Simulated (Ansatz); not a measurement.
Start from `[CH3][Zr]([CH3])([Cl])[Cl]` and change one element to get `[CH3][Hf]([CH3])([Cl])[Cl]`.

Ansatz, PBE0-D4/def2-TZVP geometries, multiplicity 1. 

Elements past krypton have def2 core potentials.

```csv
property,`[CH3][Zr]([CH3])([Cl])[Cl]`
HOMO–LUMO gap (ωB97M-V/def2-TZVPP) / eV,10.75
LUMO energy (PBE/def2-TZVPP) / eV,-2.75
size of the dipole moment (ωB97M-V/def2-TZVPP) / D,1.62
HOMO energy (B3LYP/def2-TZVPP) / eV,-7.92
zero-point energy (PBE0-D4/def2-TZVP) / kJ/mol,184.0
LUMO energy (PBE0/def2-TZVPP) / eV,-1.85
```

Problem. What does the change do to each property? (An estimate is asked.)

Solution. Ansatz gave: 
```tsv
property	`[CH3][Hf]([CH3])([Cl])[Cl]`	shift
HOMO–LUMO gap (ωB97M-V/def2-TZVPP) / eV	11.14	0.39
LUMO energy (PBE/def2-TZVPP) / eV	-2.28	0.47
size of the dipole moment (ωB97M-V/def2-TZVPP) / D	1.40	-0.22
HOMO energy (B3LYP/def2-TZVPP) / eV	-7.86	0.06
zero-point energy (PBE0-D4/def2-TZVP) / kJ/mol	184.4	0.4
LUMO energy (PBE0/def2-TZVPP) / eV	-1.37	0.48
```

With PBE0 the HOMO rises by 0.07 eV and the LUMO rises by 0.48 eV, so the gap widens by about 0.41 eV. PBE moves the HOMO by 0.06 eV and ωB97M-V by 0.08 eV. Dipoles are sizes alone; their direction can turn.

Positive LUMOs are unbound, so they and the gaps depend on the basis.

B3LYP here is the variant with VWN-RPA as its local correlation; programs differ in this.
